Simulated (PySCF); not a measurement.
## Working out the excitation energy of C(2+)

C(2+) [He] 2s2 (1S) → C(2+) [He] 2p2 (3P). All numbers are calculated (PySCF 2.14, no relativity, point nucleus, in aug-cc-pVDZ (4s3p2d, 23 functions)). Frozen: 1s2. Energies in hartree (1 hartree = 27.21139 eV):

```
            part  C(2+) (lower)  C(2+) (upper)
             UHF     -36.401652     -35.833458
CCSD correlation      -0.072007      -0.005132
             (T)       0.000000       0.000000
```

**Question.** What does Hartree-Fock give?

**Answer.** (-35.833458) − (-36.401652) = 0.568194 hartree = 15.461 eV.

**Question.** What do CCSD and CCSD(T) give?

**Answer.** The CCSD correlation energies differ by 0.066875 hartree = 1.820 eV and the triples by 0.000000 hartree = 0.000 eV, so CCSD gives 17.281 eV and CCSD(T) 17.281 eV.

A double-zeta basis recovers only part of the correlation energy.

The coupled-cluster amplitudes are large, so a single reference is strained.
